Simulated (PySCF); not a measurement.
Ga(F)(Vi)2, SMILES [CH]([Ga]([F])[CH]=C)=C (C₄H₆FGa), singlet (PBE0/def2-SVP optimised geometry):

```
12

Ga     0.506    -0.004     0.000
F      2.271    -0.004     0.000
C     -0.290     1.767     0.000
C     -1.573     1.995    -0.315
H      0.345     2.629     0.241
H     -1.999     3.006    -0.332
H     -2.265     1.188    -0.582
C     -0.294    -1.773     0.000
C     -1.579    -1.997     0.308
H      0.339    -2.638    -0.236
H     -2.009    -3.006     0.325
H     -2.271    -1.187     0.570
```

Method: PBE0/def2-TZVP in PySCF.

Question: What are the frontier orbital energies and the dipole moment?

Answer: HOMO-2 -8.47 eV, HOMO-1 -8.22 eV, HOMO -8.08 eV, LUMO -1.68 eV, LUMO+1 -0.42 eV; dipole moment 3.08 D.

On the same geometry PBE/def2-TZVP (PySCF 2.14.0) gives HOMO-2 -7.33 eV, HOMO-1 -7.11 eV, HOMO -6.76 eV, LUMO -2.55 eV, LUMO+1 -1.46 eV; dipole moment 2.93 D.

Meta-Löwdin charges at PBE0/def2-TZVP: Ga1 0.84, F2 -0.52, C3 -0.33, C4 -0.20, H5 0.13, H6 0.12, H7 0.12, C8 -0.33, C9 -0.20, H10 0.13, H11 0.12, H12 0.12.
